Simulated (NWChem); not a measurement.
System meant: CH$_{3}$Mg cation; SMILES [CH3][Mg+]

Input file for NWChem:

```
start job
memory heap 200 mb stack 900 mb global 1100 mb
charge 1
geometry units angstroms noautosym nocenter noautoz
  Mg     0.000000     0.000000    -0.949386
  C      0.000000     0.000000     1.148808
  H      0.740484     0.740484     1.458086
  H      0.271036    -1.011520     1.458086
  H     -1.011520     0.271036     1.458086
end
basis spherical
  Mg library 6-31g*
  C library 6-31g*
  H library 6-31g*
end
dft
  xc m06-2x
  iterations 150
end
property
  shielding 3 1 2 3
end
task dft property
```

End of the output:

```
 Vector   13  Occ=0.000000D+00  E=-1.920700D-01
              MO Center=  1.2D-02,  1.2D-02, -1.1D+00, r^2= 5.0D+00
   Bfn.  Coefficient  Atom+Function         Bfn.  Coefficient  Atom+Function
  ----- ------------  ---------------      ----- ------------  ---------------
     7      0.397903  1 Mg px                 8     -0.397873  1 Mg py
    11      0.398909  1 Mg px                12     -0.398879  1 Mg py
    36     -0.131350  4 H  s                 38      0.131355  5 H  s
     3     -0.125616  1 Mg px                 4      0.125606  1 Mg py
    21     -0.048413  2 C  px                22      0.048410  2 C  py

 center of mass
 --------------
 x =   0.00000000 y =   0.00000000 z =  -0.22172201

 moments of inertia (a.u.)
 ------------------
         160.713650691004           0.000000414548           0.000000000000
           0.000000414548         160.713650691004           0.000000000000
           0.000000000000           0.000000000000          11.840374459517

     Multipole analysis of the density
     ---------------------------------

     L   x y z        total         alpha         beta         nuclear
     -   - - -        -----         -----         ----         -------
     0   0 0 0      1.000000    -10.000000    -10.000000     21.000000

     1   1 0 0     -0.000016     -0.000008     -0.000008      0.000000
     1   0 1 0     -0.000016     -0.000008     -0.000008      0.000000
     1   0 0 1     -2.083051     -0.922921     -0.922921     -0.237210

     2   2 0 0     -9.329738     -7.601980     -7.601980      5.874221
     2   1 1 0     -0.000015     -0.000007     -0.000007     -0.000000
     2   1 0 1      0.000006      0.000003      0.000003      0.000000
     2   0 2 0     -9.329738     -7.601980     -7.601980      5.874221
     2   0 1 1      0.000007      0.000003      0.000003     -0.000000
     2   0 0 2     -2.896741    -46.287741    -46.287741     89.678740

          -----------------------------------------
          Chemical Shielding Tensors (GIAO, in ppm)
          -----------------------------------------

 ------------------------------------------------------------------------
  xm06: d2 not coded                    0
 ------------------------------------------------------------------------
 ------------------------------------------------------------------------
  current input line :
    23: task dft property
 ------------------------------------------------------------------------
 ------------------------------------------------------------------------
 This error has not yet been assigned to a category
 ------------------------------------------------------------------------
 For more information see the NWChem manual at https://nwchemgit.github.io

0: xm06: d2 not coded:Received an Error in Communication
```

Task: Find the fault in this run and fix the input.

Result: The run crashed. Cause: this functional's second derivatives, which shieldings need, aren't coded here; the fix takes a hybrid GGA instead. This input runs:
```
start job
memory heap 200 mb stack 900 mb global 1100 mb
charge 1
geometry units angstroms noautosym nocenter noautoz
  Mg     0.000000     0.000000    -0.949386
  C      0.000000     0.000000     1.148808
  H      0.740484     0.740484     1.458086
  H      0.271036    -1.011520     1.458086
  H     -1.011520     0.271036     1.458086
end
basis spherical
  * library 6-31g*
end
dft
  xc pbe0
  iterations 150
end
property
  shielding 3 1 2 3
end
task dft property
```
It converges to -239.52778 Ha (PBE0/6-31G* (spherical d), GIAO).
